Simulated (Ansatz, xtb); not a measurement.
## Two isomers of C5H10F2O

We compare X, `CCOC(F)(F)CC`, a singlet, with Y, `CC(C)(C)OC(F)F`, a singlet. Both are isolated molecules in the gas phase, relaxed with PBE0-D3(BJ)/def2-SVP; the shapes shown needn't be the lowest conformers.

X (Å):

```xyz
18

C     1.2927    2.8896   -1.3904
C     1.4502    1.3941   -1.4833
C     0.5184   -0.5483   -0.5111
C    -0.5173   -1.0327    0.4723
C    -1.9276   -0.6038    0.1127
F     1.7484   -1.0170   -0.1602
F     0.2844   -1.0796   -1.7464
O     0.5276    0.7995   -0.5751
H     1.4993    3.2405   -0.3688
H     1.9917    3.3884   -2.0774
H     0.2691    3.1911   -1.6572
H     2.4735    1.0822   -1.2173
H     1.2416    1.0318   -2.5030
H    -0.4263   -2.1288    0.5081
H    -0.2215   -0.6477    1.4597
H    -2.2119   -0.9868   -0.8782
H    -2.0070    0.4924    0.0887
H    -2.6505   -0.9866    0.8470
```

Y (Å):

```csv
atom,x (Å),y (Å),z (Å)
C,-1.1513,-0.4611,-0.9965
C,-2.1292,-1.1734,-0.0680
C,-2.7700,-2.3581,-0.7725
C,-3.1998,-0.2204,0.4552
C,-0.6470,-1.0257,1.8257
F,0.6171,-0.9630,1.3373
F,-0.5718,-1.6177,3.0235
O,-1.4324,-1.7827,1.0409
H,-0.3495,-1.1459,-1.3064
H,-0.6856,0.4108,-0.5144
H,-1.6793,-0.1070,-1.8940
H,-3.3511,-2.0224,-1.6432
H,-1.9952,-3.0600,-1.1121
H,-3.4399,-2.8927,-0.0839
H,-3.8538,-0.7379,1.1721
H,-2.7678,0.6625,0.9500
H,-3.8175,0.1457,-0.3778
H,-1.0024,0.0127,1.9578
```

Estimate E(Y) − E(X) at the level CCSD(T)/def2-SVP + ΔMP2/def2-TZVPP.

Calculated at CCSD(T)/def2-SVP + ΔMP2/def2-TZVPP: E(Y) − E(X) = +12.4 kJ/mol, so structure X lies lower.

The same difference at several levels:

| level | geometry | E(Y) − E(X) (kJ/mol) | departure from the last row (kJ/mol) | job, with rough time for the two |
| --- | --- | --- | --- | --- |
| GFN2-xTB | GFN2-xTB | +18.2 | +5.8 | optimisation, 0.16 s |
| HF/STO-3G | GFN2-xTB | +32.1 | +19.7 | single point, 0.48 s |
| r2SCAN-D4/def2-SVP | GFN2-xTB | +24.6 | +12.1 | single point, 5.1 s |
| PBE0-D3(BJ)/def2-SVP | PBE0-D3(BJ)/def2-SVP | +23.7 | +11.3 | optimisation, 46 s |
| HF/def2-SVP | PBE0-D3(BJ)/def2-SVP | +34.3 | +21.9 | part of the CCSD(T) run |
| MP2/def2-SVP | PBE0-D3(BJ)/def2-SVP | +17.3 | +4.9 | part of the CCSD(T) run |
| CCSD(T)/def2-SVP | PBE0-D3(BJ)/def2-SVP | +19.9 | +7.5 | single point |
| CCSD(T)/def2-SVP + ΔMP2/def2-TZVPP | PBE0-D3(BJ)/def2-SVP | +12.4 |  | single point, 3.3 min |

As drawn, both hold the same kinds of bond in the same numbers. Structure X has 2 methyl groups, Y 3.

The levels shown agree on the order. The largest departure from CCSD(T)/def2-SVP + ΔMP2/def2-TZVPP is that of HF/def2-SVP, 21.9 kJ/mol. The last row adds to CCSD(T) the change of the MP2 difference between the two basis sets, here −7.5 kJ/mol.

With thermal terms from frequencies at re-optimised GFN2-xTB minima (ideal gas, soft modes damped towards free rotors, one conformer each, 298.15 K, 1 atm): on the last row, ΔE + ΔZPE = +12.0, ΔH = +11.9, ΔG = +13.0 kJ/mol.

The correlated steps freeze 8 core orbitals. Run with Ansatz 0.2.0, xtb 6.7.1; the last row on 4 threads of Arm Neoverse V1 on a shared host.
